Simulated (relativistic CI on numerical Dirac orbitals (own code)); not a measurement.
Pt2+: resonant inelastic scattering at the L2,3 edge

Computed with this model: Dirac-Coulomb-Breit CI, orbitals from a KLI potential per configuration, a model potential for QED, valence Slater integrals scaled by 0.9, Kramers-Heisenberg scattering through one core-hole configuration in a parametric crystal field; configurations [Xe] 4f14 5d8 → [He] 2s2 2p5 3s2 3p6 3d10 4s2 4p6 4d10 4f14 5s2 5p6 5d9; 80 K; core-hole width 3 eV; summed over polarisations. Incident energies are the highest absorption maxima for each field (at most a few, so the weaker spin-orbit partner edge can be absent), on the computed scale of the free ion. Intensities are in per cent of the strongest line above 0.02 eV; levels within 1 cm⁻¹ are merged; final levels count from the ground level, the first row holds all elastic scattering, lines under 0.4 are left out and each table stops after 24 rows. The scale of the Slater integrals is a model choice and moves the terms in proportion.

Field parameters in Wybourne normalisation: D4h B²₀ = −7Ds, B⁴₀ = 21(Dq − Dt), B⁴₄ = 21√(5/14) Dq; Oh B⁴₀ = 21Dq, B⁴₄ = √(5/14) B⁴₀. The field is a parameter set, without covalency.

S is read from ⟨S²⟩ = S(S + 1).

D4h, 10Dq = 33800, Ds = 1870, Dt = 1040 cm⁻¹:

| Final level (eV) | Degeneracy | Irrep | S | 11562.2 eV | 13273.3 eV |
| --- | --- | --- | --- | --- | --- |
| 0.000 | 1 | B2 | 1.00 | 254.7 | 14.3 |
| 0.009 | 2 | E | 0.99 | 33.7 | 1.7 |
| 0.452 | 1 | A1 | 0.13 | 15.4 | 2.6 |
| 1.408 | 1 | B1 | 0.20 | 29.3 | 5.2 |
| 2.574 | 1 | A1 | 0.99 | 25.8 | 0.5 |
| 2.612 | 1 | A2 | 0.97 | 18.4 | 1.1 |
| 2.861 | 2 | E | 0.96 | 100.0 | 4.6 |
| 3.344 | 1 | B2 | 0.99 | 21.8 | 8.1 |
| 3.384 | 1 | B1 | 0.95 | 11.3 | 2.4 |
| 3.622 | 1 | A1 | 0.37 | 10.7 | 2.5 |
| 3.903 | 2 | E | 0.96 | 10.7 | 12.1 |
| 4.059 | 1 | A1 | 0.91 | 10.0 | 5.3 |
| 4.106 | 1 | B1 | 0.99 | 52.4 | 2.8 |
| 4.145 | 2 | E | 0.94 | 37.4 | 3.7 |
| 4.527 | 2 | E | 0.30 | 15.0 | 5.0 |
| 4.764 | 1 | A2 | 0.16 | 5.8 | 5.0 |
| 4.951 | 1 | B2 | 0.90 | 13.3 | 1.2 |
| 5.302 | 2 | E | 0.98 | 40.0 | 10.9 |
| 5.343 | 1 | B1 | 0.95 | 11.3 | 9.7 |
| 5.468 | 1 | A2 | 0.97 | 1.7 | 6.8 |
| 5.602 | 1 | A1 | 0.86 | 11.5 | 9.6 |
| 5.798 | 1 | B2 | 0.39 | 11.9 | 9.3 |
| 6.295 | 2 | E | 0.22 | 9.7 | 17.4 |
| 7.138 | 1 | A1 | 0.95 | 0.3 | 0.6 |

Oh, 10Dq = 14550 cm⁻¹:

| Final level (eV) | Degeneracy | Irrep | S | 11561.3 eV |
| --- | --- | --- | --- | --- |
| 0.000 | 3 | T2 | 0.99 | 428.8 |
| 1.166 | 2 | E | 0.57 | 78.1 |
| 1.687 | 3 | T1 | 0.98 | 90.9 |
| 1.789 | 2 | E | 0.82 | 34.8 |
| 2.048 | 1 | A1 | 0.75 | 8.4 |
| 2.103 | 3 | T2 | 0.92 | 100.0 |
| 2.371 | 1 | A2 | 1.00 | 24.6 |
| 2.951 | 3 | T1 | 0.98 | 6.6 |
| 3.111 | 3 | T2 | 0.89 | 52.8 |
| 3.355 | 1 | A1 | 0.51 | 8.2 |
| 3.360 | 3 | T2 | 0.64 | 21.4 |
| 3.535 | 2 | E | 0.81 | 33.3 |
| 4.097 | 3 | T1 | 0.26 | 15.1 |
| 4.628 | 3 | T1 | 0.93 | 3.3 |
| 4.660 | 2 | E | 0.97 | 3.1 |
| 4.901 | 3 | T2 | 0.70 | 9.6 |
| 5.839 | 2 | E | 0.19 | 0.5 |
| 5.885 | 3 | T2 | 0.27 | 1.6 |

Oh, 10Dq = 15950 cm⁻¹:

```
Final level (eV)  Degeneracy  Irrep     S  11561.4 eV
           0.000           3     T2  0.99       404.4
           1.221           2      E  0.49        70.0
           1.857           3     T1  0.98        89.1
           1.926           2      E  0.86        40.2
           2.177           1     A1  0.69         9.8
           2.255           3     T2  0.93       100.0
           2.525           1     A2  1.00        24.5
           3.142           3     T1  0.98         7.1
           3.264           3     T2  0.90        52.1
           3.473           1     A1  0.57         7.2
           3.563           3     T2  0.59        22.0
           3.659           2      E  0.83        32.9
           4.254           3     T1  0.23        15.2
           4.900           3     T1  0.95         2.7
           4.971           2      E  0.97         2.7
           5.172           3     T2  0.73         8.1
           6.203           3     T2  0.26         1.3
```

For the first field the strongest loss at the lowest incident energy is the level at 2.86 eV (S = 0.96, against 0.99 in the thermal ground state). Levels of other spin, the first over 8 % at 0.45 eV, appear because spin-orbit coupling of the core hole, and in heavier ions of the valence shell too, mixes spins.
